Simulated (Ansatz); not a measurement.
CH₆FInSi, SMILES `C[SiH](F)[InH2]`, 10 atoms. Charge 0, multiplicity 1. Correlated methods include outer-core shells of In, which these sets cover unevenly. In takes the def2 core potential. All runs use 4 threads of an Arm Neoverse V2 on a shared host. Correlated methods freeze the cores.

Question: How many basis functions does each run have, and how long does it take in Ansatz? RKS PBE0-D4/def2-QZVPP energy; RKS PBE-D4/def2-TZVPP energy and forces; RHF-CCSD(T)/def2-TZVPP energy; RHF-CCSD(T)/def2-SVP energy; RKS r2SCANh-D4/def2-TZVPP energy; direct RPA on PBE orbitals/def2-TZVPP energy; RKS PBE0-D4/def2-TZVP frequencies; RKS HSE06 (plane-wave form)-D4/def2-TZVPP energy; RKS r2SCAN-D4/def2-TZVPP energy and forces; RHF-MP2/def2-QZVPP energy; RKS PBE0-D4/def2-SVP energy; RKS ωB97M-V/def2-QZVPP energy. (An estimate is asked.)

Answer: Computed: Other jobs shared the machine, so times are rough.

| level | job | functions | wall time | peak host memory (GiB) |
| --- | --- | --- | --- | --- |
| RKS PBE0-D4/def2-SVP | energy | 102 | 1.1 s | 0.48 |
| RKS PBE-D4/def2-TZVPP | energy and forces | 238 | 2.3 s | 0.3 |
| RKS HSE06 (plane-wave form)-D4/def2-TZVPP | energy | 238 | 3 s | 0.63 |
| RKS r2SCANh-D4/def2-TZVPP | energy | 238 | 4.4 s | 0.61 |
| RKS r2SCAN-D4/def2-TZVPP | energy and forces | 238 | 4.6 s | 0.33 |
| RHF-CCSD(T)/def2-SVP | energy | 102 | 5 s | 0.48 |
| direct RPA on PBE orbitals/def2-TZVPP | energy | 238 | 5.5 s | 0.59 |
| RKS PBE0-D4/def2-QZVPP | energy | 446 | 7 s | 1.5 |
| RHF-MP2/def2-QZVPP | energy | 446 | 17 s | 2.4 |
| RKS ωB97M-V/def2-QZVPP | energy | 446 | 17 s | 1.9 |
| RKS PBE0-D4/def2-TZVP | frequencies | 185 | 2 min | 0.51 |
| RHF-CCSD(T)/def2-TZVPP | energy | 238 | 2.5 min | 4.8 |
